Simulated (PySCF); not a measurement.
MoCl4H2, SMILES [Cl][MoH2]([Cl])([Cl])[Cl], multiplicity 1.

The structure is a stationary point at B3LYP-D3(BJ)/def2-SVP. The spin state was assumed, not searched. The structure was generated by enumeration; whether it is a known compound was not checked. The def2 effective core potentials stand for the cores of Mo; spin–orbit coupling is left out.

Calculation: TDA-M06-2X/def2-SVPD run with PySCF 2.14.0.

Vertical excitations. Isolated molecule, no solvent. State labels are in the subgroup C2v.

```csv
state,symmetry,energy (eV),λ (nm),f,main pairs
S1,A2,1.63,760,0.000,HOMO→LUMO 93 %
S2,B2,1.85,669,0.004,HOMO→LUMO+1 93 %
S3,B1,3.06,405,0.004,HOMO−1→LUMO 96 %
S4,B1,3.24,383,0.003,HOMO→LUMO+2 87 %
S5,A2,3.24,382,0.000,"HOMO−3→LUMO+1 55 %, HOMO−4→LUMO 41 %"
S6,B2,3.28,378,0.009,"HOMO−3→LUMO 52 %, HOMO−4→LUMO+1 43 %"
S7,A1,3.35,370,0.000,"HOMO−2→LUMO 77 %, HOMO−1→LUMO+1 20 %"
S8,A2,3.37,368,0.000,"HOMO−4→LUMO 56 %, HOMO−3→LUMO+1 37 %"
S9,A1,3.68,337,0.022,"HOMO−1→LUMO+1 71 %, HOMO−2→LUMO 15 %"
S10,B1,3.68,337,0.048,HOMO−2→LUMO+1 82 %
T1,A2,1.37,904,0,HOMO→LUMO 91 %
T2,B2,1.48,836,0,HOMO→LUMO+1 91 %
T3,B2,2.70,460,0,"HOMO−3→LUMO 82 %, HOMO−5→LUMO 13 %"
T4,B1,2.72,457,0,HOMO→LUMO+2 81 %
```
Triplets are in the Tamm–Dancoff approximation.
